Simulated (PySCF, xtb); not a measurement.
CHO2, SMILES O=C[O] (connectivity only; charge and spin as stated), charge -1, multiplicity 1.

GFN2-xTB (xtb) at its own geometry gives an orbital gap of 5.35 eV.

Coordinates come from a PBE0-D3(BJ)/def2-TZVPD optimisation. The spin state was assumed, not searched. The isomer is the one that the SMILES or the coordinates give; other isomers of the formula were not compared.

Q: What does PBE/def2-TZVPD (PySCF) give? (An estimate is asked for; the answer gives what the named calculation found.)

A: gap 3.93 eV (levels 0.29 and 4.23 eV).
